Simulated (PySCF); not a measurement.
## Spinor energies of Re(39+) (rhenium, charge +39)

Start: [Kr]. Calculated with PySCF 2.14 in an even-tempered Gaussian basis (16 s from 4.6 bohr⁻², ratio 2.8; 14 p from 5.9 bohr⁻², ratio 2.8; 8 d from 11 bohr⁻², ratio 2.8; 4 f from 29 bohr⁻², ratio 3): generalised Hartree-Fock with the X2C-1e Hamiltonian and a Gaussian nucleus; one run each with spin-orbit coupling (SO) switched off, then screened by Boettger's factors.

```csv
spinor shell,electrons,"ε, spin-free (eV)","ε, screened SO (eV)",weight of nominal j (screened SO),"rms radius, screened SO (bohr)"
1s1/2,2,-73832.0,-73809.2,1.000,0.0204
2s1/2,2,-14403.1,-14395.9,1.000,0.0824
2p1/2,2,-12800.3,-13831.6,1.000,0.0699
3s1/2,2,-4693.3,-4690.8,1.000,0.208
3p1/2,2,-4209.2,-4442.9,1.000,0.199
3p3/2,4,-4209.2,-4113.0,1.000,0.214
3d3/2,4,-3666.2,-3707.7,1.000,0.188
3d5/2,6,-3666.2,-3636.5,1.000,0.192
4s1/2,2,-2120.0,-2119.1,1.000,0.439
4p1/2,2,-1936.9,-2009.6,1.000,0.435
4p3/2,4,-1936.9,-1906.7,1.000,0.459
```

Where does 2p3/2 lie, and what is the 2p spin-orbit splitting (screened SO)?

At -12384.9 eV, 1446.7 eV above 2p1/2.

```tsv
quantity	spin-free	screened SO
E (hartree)	-15744.71075	-15765.69103
M_J	0	0
⟨J²⟩	0.000	0.000
⟨L²⟩	0.000	0.086
⟨S²⟩	0.000	0.086
```

Breit and QED terms are absent; they matter most for the inner s and p1/2 levels.

Densities and radii are taken from the X2C orbitals without a picture-change correction, which distorts them close to the nucleus.

Without spin-orbit coupling the j labels of p, d and f shells carry no meaning; the spin-free column gives the mean over the occupied spinors of each nl shell.
